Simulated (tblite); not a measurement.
Species: C₆H₁₂AlFS.
Numbering: `[CH2:1]=[CH:2][CH2:3]/[CH:4]=[CH:5]\[S@@+:6]([CH3:7])[AlH2-:8][F:9]` (hydrogens: H10, H11 on C1; H12 on C2; H13, H14 on C3; H15 on C4; H16 on C5; H17, H18, H19 on C7; H20, H21 on Al8)
Bond orders are those of one Lewis drawing.

Computed with GFN2-xTB (tblite), gas phase: L-BFGS steps from a force-field or distance-geometry start until the largest atomic force falls under 0.01 eV/Å.

Step 145: E = -763.7996 eV
```
atom  x, y, z in Å  |  force x, y, z in eV/Å
C1     -3.2838    0.5538    1.4472   -0.002  -0.035   0.042
C2     -2.0930    0.1287    1.0751    0.032   0.035  -0.032
C3     -1.8521   -0.8901   -0.0037    0.018   0.015  -0.004
C4     -1.0958   -0.2568   -1.1291    0.003  -0.014  -0.007
C5      0.2261   -0.1680   -1.1802    0.002  -0.003  -0.004
S6      1.2801   -0.8028    0.0997   -0.002  -0.012   0.020
C7      2.8040   -1.0989   -0.8353   -0.037   0.028   0.003
Al8     2.0769    1.4867    0.6290   -0.005   0.012   0.005
F9      0.8161    2.1445    1.4705    0.012  -0.037  -0.002
H10    -3.4056    1.2856    2.2267    0.004   0.024  -0.011
H11    -4.1902    0.1721    1.0070   -0.023  -0.013  -0.020
H12    -1.1942    0.5293    1.5236    0.006   0.008   0.023
H13    -1.2429   -1.7009    0.4086   -0.036  -0.006   0.022
H14    -2.8052   -1.2858   -0.3574    0.033  -0.008  -0.019
H15    -1.6802    0.1814   -1.9264    0.012   0.011   0.010
H16     0.7552    0.3124   -1.9890   -0.015  -0.004  -0.010
H17     2.5772   -1.7209   -1.6943   -0.010  -0.025  -0.027
H18     3.4820   -1.6195   -0.1665    0.007  -0.004  -0.004
H19     3.2435   -0.1492   -1.1435    0.001   0.005   0.013
H20     3.3254    0.9669    1.3816   -0.012   0.023  -0.005
H21     2.2477    1.9485   -0.8442    0.009   0.001   0.006
```

Step 146: E = -763.8000 eV
```
atom  x, y, z in Å  |  force x, y, z in eV/Å
C1     -3.2898    0.5504    1.4486    0.028  -0.041   0.019
C2     -2.0963    0.1329    1.0737    0.007   0.033  -0.013
C3     -1.8513   -0.8881   -0.0033    0.009   0.018   0.011
C4     -1.0946   -0.2550   -1.1284    0.016  -0.017  -0.002
C5      0.2275   -0.1675   -1.1797   -0.011  -0.001   0.001
S6      1.2814   -0.8037    0.1001   -0.009  -0.006   0.012
C7      2.8041   -1.0994   -0.8360   -0.016   0.013  -0.006
Al8     2.0803    1.4852    0.6277   -0.001   0.013   0.007
F9      0.8210    2.1427    1.4717    0.010  -0.035  -0.002
H10    -3.4138    1.2850    2.2257    0.003   0.006  -0.021
H11    -4.1957    0.1621    1.0105    0.008  -0.001  -0.005
H12    -1.1981    0.5386    1.5210   -0.022   0.002   0.007
H13    -1.2419   -1.6978    0.4115   -0.037   0.007   0.020
H14    -2.8034   -1.2866   -0.3575    0.039  -0.002  -0.018
H15    -1.6789    0.1846   -1.9250    0.013   0.011   0.008
H16     0.7570    0.3141   -1.9877   -0.015  -0.007  -0.010
H17     2.5771   -1.7231   -1.6945   -0.007  -0.010  -0.013
H18     3.4827   -1.6200   -0.1670    0.000   0.004  -0.013
H19     3.2445   -0.1499   -1.1455   -0.010  -0.009   0.018
H20     3.3297    0.9651    1.3790   -0.014   0.023  -0.007
H21     2.2496    1.9475   -0.8455    0.008   0.000   0.007
```

Task: Estimate the geometry and energy of step 147. (The exact step hangs on the optimiser's Hessian estimate; all steps are aligned on step 146, rigid shifts and turns removed.)

Result: E = -763.8005 eV, largest force 0.062 eV/Å
```
atom  x, y, z in Å  |  force x, y, z in eV/Å
C1     -3.2944    0.5474    1.4511    0.053  -0.030  -0.010
C2     -2.0991    0.1368    1.0719   -0.007   0.028   0.014
C3     -1.8506   -0.8859   -0.0032   -0.002   0.014   0.022
C4     -1.0927   -0.2533   -1.1274    0.006  -0.016   0.003
C5      0.2294   -0.1679   -1.1788    0.003   0.000   0.005
S6      1.2832   -0.8068    0.1007   -0.018   0.004   0.000
C7      2.8046   -1.0995   -0.8370    0.019  -0.015  -0.016
Al8     2.0808    1.4828    0.6260    0.003   0.012   0.010
F9      0.8214    2.1367    1.4721    0.004  -0.029   0.001
H10    -3.4187    1.2866    2.2242    0.000  -0.013  -0.022
H11    -4.2002    0.1554    1.0149    0.025   0.003   0.004
H12    -1.2017    0.5463    1.5195   -0.045  -0.004  -0.013
H13    -1.2427   -1.6956    0.4145   -0.030   0.017   0.017
H14    -2.8012   -1.2869   -0.3593    0.038   0.007  -0.015
H15    -1.6766    0.1894   -1.9228    0.014   0.006   0.008
H16     0.7591    0.3143   -1.9865   -0.015  -0.012  -0.004
H17     2.5778   -1.7248   -1.6957    0.001   0.017   0.008
H18     3.4853   -1.6205   -0.1690   -0.017   0.014  -0.024
H19     3.2462   -0.1495   -1.1455   -0.027  -0.027   0.017
H20     3.3318    0.9672    1.3767   -0.011   0.019  -0.006
H21     2.2493    1.9451   -0.8469    0.007   0.004   0.002
```

The energy changes by -0.0005 eV. The first-order estimate −F·Δx gives -0.0008 eV and the mean of the old and new forces, exact on a quadratic surface, -0.0005 eV. The step makes an angle of 72° with the force vector and moves no atom by more than 0.009 Å.

The cost below is that of the whole relaxation. Hardware: one thread, Arm Neoverse N1 (aarch64), on a shared host. Cost: 4.5 s.
